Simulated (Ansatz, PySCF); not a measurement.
Dimer: NH3 (SMILES N) (first 4 atoms) with CHN (SMILES C#N); geometry from B3LYP-D3(BJ)/def2-TZVP, rigid monomers moved along the line of their centres of mass till N1···H7 is 2.90 Å.
(charge 0, multiplicity 1):
```xyz
7

N     -0.3143     0.0262     0.0127
H     -1.1880     0.4366    -0.2992
H      0.4363     0.5891    -0.3731
H     -0.2471    -0.8937    -0.4094
C     -0.1146    -0.1550     3.9909
N     -0.0586    -0.2059     5.1361
H     -0.1681    -0.1067     2.9070
```

Counterpoise-corrected where a basis set is named; no monomer relaxation.

Correlated levels freeze the cores. CBS: X⁻³ extrapolation of the correlation energy, Hartree–Fock from the larger set.

Programs: Ansatz (a program for electronic structure); PySCF for the dispersion terms. Values without a source in brackets are computed.

PBE/def2-TZVPPD gives -176.0 meV for the interaction energy.

Task: Where do these levels fall relative to PBE: PBE-D3(BJ)/def2-TZVPPD, r2SCAN/def2-TZVPPD, PBE0/def2-TZVPPD, wB97M-V/def2-TZVPPD, MP2/CBS(aug-cc-pVDZ, aug-cc-pVTZ), MP2/CBS(aug-cc-pVDZ, aug-cc-pVTZ) + ΔCCSD(T)/aug-cc-pVDZ.

Result: PBE-D3(BJ)/def2-TZVPPD -12.3; r2SCAN/def2-TZVPPD 6.9; PBE0/def2-TZVPPD -2.6; wB97M-V/def2-TZVPPD -6.3; MP2/CBS(aug-cc-pVDZ, aug-cc-pVTZ) -2.6; MP2/CBS(aug-cc-pVDZ, aug-cc-pVTZ) + ΔCCSD(T)/aug-cc-pVDZ -0.6 meV. 1 of 6 lie above PBE; the widest gap is to PBE-D3(BJ)/def2-TZVPPD.
